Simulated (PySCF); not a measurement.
Computed with core-valence-separated Tamm–Dancoff BHandHLYP/aug-pcX-1 (pcseg-1 on H) in PySCF, non-relativistic, gas phase, PBE0-D3(BJ)/def2-SVP geometry. The energies are unshifted.

Main lines of an unknown, eV (oscillator strength): C K: 282.3 (0.055), 282.5 (0.058), 282.8 (0.044), 282.9 (0.067), 285.7 (0.008); F K: 685.3 (0.027), 686.5 (0.009), 687.8 (0.005). Listed: the first five lines at most of each edge with a tenth or more of its strongest line's intensity; roots within 0.03 eV on the same or equivalent atoms are summed. Only the lowest roots were sought, and the top ones are left out.

**Question.** Which candidate gives them?
A. `C=C1CC[C@@H]1CF`
B. `C=C=CC[C@H](C)F`
C. `F[C@H]1CC12CCC2`
D. `C=C(C)/C=C\CF`

**Answer.** D. 

- `C=C(C)/C=C\CF`: C K: 282.3 (0.055), 282.5 (0.058), 282.8 (0.044), 282.9 (0.067), 285.7 (0.008); F K: 685.3 (0.027), 686.5 (0.009), 687.8 (0.005). First C line listed at 282.3 eV, hole on the terminal =CH2 carbon (1s→π*); first F line listed at 685.3 eV, hole on the alkyl fluorine.
- `C=C=CC[C@H](C)F`: C K: 283.1 (0.065), 283.2 (0.056), 283.2 (0.064), 283.4 (0.058), 285.4 (0.008); F K: 685.5 (0.031), 686.3 (0.005). First C line listed at 283.1 eV, hole on the central carbon of cumulated double bonds; first F line listed at 685.5 eV, hole on the alkyl fluorine.
- `F[C@H]1CC12CCC2`: C K: 285.6 (0.010), 285.6 (0.014), 285.7 (0.012), 285.8 (0.014), 285.9 (0.018); F K: 685.6 (0.026), 686.7 (0.010), 687.2 (0.003), 687.3 (0.003), 687.8 (0.004). First C line listed at 285.6 eV, hole on the four-membered-ring carbon; first F line listed at 685.6 eV, hole on the alkyl fluorine.
- `C=C1CC[C@@H]1CF`: C K: 282.6 (0.054), 282.7 (0.062), 285.2 (0.007), 285.4 (0.007), 285.5 (0.008); F K: 685.4 (0.025), 686.4 (0.007), 687.6 (0.006). First C line listed at 282.6 eV, hole on the terminal =CH2 carbon (1s→π*); first F line listed at 685.4 eV, hole on the alkyl fluorine.

One conformer each; other structures than these candidates weren't tested.

Conformer computed: `[CH2:1]=[C:2]([CH3:3])/[CH:4]=[CH:5]\[CH2:6][F:7]`: C1–C2–C4–C5 180°, C4–C5–C6–F7 169°.
